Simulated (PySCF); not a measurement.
boron oxyfluoride (BFO), SMILES B(F)=O. Atoms are numbered in the order given.

```xyz
3

F      0.0000     0.0000     1.2087
B      0.0000     0.0000    -0.0864
O      0.0000     0.0000    -1.3058
```
Charge 0, spin multiplicity 1.

The structure is a stationary point at PBE-D3(BJ)/def2-TZVP.

Computed with M06-2X/def2-TZVPD (PySCF).

Mulliken values depend strongly on the basis, most of all with diffuse functions as here. ESP charges are fitted to the potential on shells at 1.4 to 2.0 van der Waals radii. Atomic charges (e):

| atom | IAO | Mulliken | ESP fit |
|---|---|---|---|
| F1 | -0.29 | -0.31 | -0.18 |
| B2 | 0.79 | 0.61 | 0.75 |
| O3 | -0.50 | -0.30 | -0.57 |
